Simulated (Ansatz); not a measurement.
Geometry optimisation, RKS BHLYP/6-31G* in Ansatz 0.2.0.

input.yaml

```yaml
crystal:
  periodic: [false, false, false]
  atoms:
    - { symbol: B, position_ang: [0.01063, -0.487455, -0.47447] }
    - { symbol: F, position_ang: [0.081402, -0.00817, 1.999267] }
    - { symbol: Cl, position_ang: [1.51846, 0.23119, -0.958998] }
    - { symbol: Cl, position_ang: [-1.515784, 0.168887, -0.984691] }
    - { symbol: H, position_ang: [0.031091, -1.510293, 0.120386] }
    - { symbol: H, position_ang: [-0.0144, -0.920059, 1.892707] }
basis:
  gaussian: { orbitals: "6-31G*" }
hamiltonian:
  xc: { name: BHLYP }
relax:
  f_tol: 0.03
  max_steps: 50
output:
  orbitals: {}
```

Run as:

```bash
$ ansatz run input.yaml --threads 1 --pin off --max-ram 2048MiB --backend cpu --events-out ev --progress --plain --runs-dir out
```

**Question.** Where does it end, and by what steps?

**Answer.** The forces met the threshold. After 27 steps the energy has fallen by 0.122 eV; H6 moved furthest, 0.95 Å.

```tsv
step	energy less start (eV)	largest force component (eV/Å)	accepted
0	0.0000	0.288	yes
1	-0.0424	1.260	yes
2	0.0263	2.353	no
3	-0.0708	0.244	yes
4	-0.0708	0.365	yes
5	-0.0766	0.271	yes
6	-0.0812	0.121	yes
7	-0.0825	0.073	yes
8	-0.0828	0.046	yes
9	-0.0427	1.581	no
10	-0.0841	0.058	yes
11	-0.0739	0.862	no
12	-0.0853	0.047	yes
13	-0.0861	0.213	yes
14	-0.0850	0.390	no
15	-0.0880	0.104	yes
16	-0.0895	0.079	yes
17	-0.0913	0.193	yes
18	-0.0953	0.141	yes
19	-0.0774	1.450	no
20	-0.0974	0.096	yes
21	-0.0979	0.278	yes
22	-0.1073	0.126	yes
23	-0.1160	0.083	yes
24	-0.1160	0.224	yes
25	-0.1161	0.371	yes
26	-0.1172	0.454	yes
27	-0.1223	0.012	yes
```

```xyz
6
Properties=species:S:1:pos:R:3
B 0.107 -0.607 -0.545
F 0.321 -0.483 1.902
Cl 1.472 0.387 -0.964
Cl -1.509 0.090 -0.490
H 0.228 -1.770 -0.446
H -0.508 -0.143 2.137
```

Whether the end is a true minimum wasn't checked by a vibrational analysis.

Time of the run: 76 s on 1 thread of Arm Neoverse V2 (shared host), peak memory 0.14 GiB.
